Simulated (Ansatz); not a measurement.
Computed with Ansatz on PBE0-D4/def2-TZVP structures; ΔE is electronic, products minus reactants. CBS: MP2 limit from def2 TZ/QZ plus the TZ coupled-cluster correction, frozen cores. This one scheme is used for every species. Functionals use def2-TZVPP. Elements past krypton have def2 core potentials. For I outer-core shells are correlated without core-valence functions, which leaves a few kJ/mol of doubt a bond. Each species was taken in one conformer, which may not be the lowest.

Consider the ligand exchange at a B–C bond: `C=C(I)BC` + H–F → `CBF` + `C=CI`.

Q: Is it downhill or uphill in electronic energy at CCSD(T)/CBS, and by how much? (An estimate is asked.)

A: Computed: Downhill: ΔE = -109.9 kJ/mol.

Q: What do these levels give: ωB97X-V, ωB97M-V, B2PLYP, r2SCAN, PBE0, HF/def2-TZVPP, MP2/def2-TZVPP, CCSD(T)/def2-TZVPP, MP2/def2-QZVPP, SCS-MP2/def2-QZVPP, HF/CBS(def2), CCSD/CBS(def2)? (Estimate.)

A: Ansatz gave: ωB97X-V -122.7, ωB97M-V -121.0, B2PLYP -125.6, r2SCAN -122.3, PBE0 -119.6, HF/def2-TZVPP -143.1, MP2/def2-TZVPP -108.6, CCSD(T)/def2-TZVPP -115.5, MP2/def2-QZVPP -105.5, SCS-MP2/def2-QZVPP -114.1, HF/CBS(def2) -143.5, CCSD/CBS(def2) -114.7 kJ/mol.

Largest T1 diagnostic among the species: 0.012.

The D4 term adds +13.3 kJ/mol with B3LYP and +7.4 kJ/mol with PBE0; it sums over pairs of atoms, weighted by their polarisabilities, and B3LYP, whose exchange is more repulsive, gets the larger term. In def2-TZVPP, CCSD(T) changes the Hartree–Fock value by +27.7 kJ/mol (the triples alone add +4.8 kJ/mol) and MP2 by +34.5 kJ/mol.

B3LYP here is the variant with VWN-RPA as its local correlation; programs differ in this.
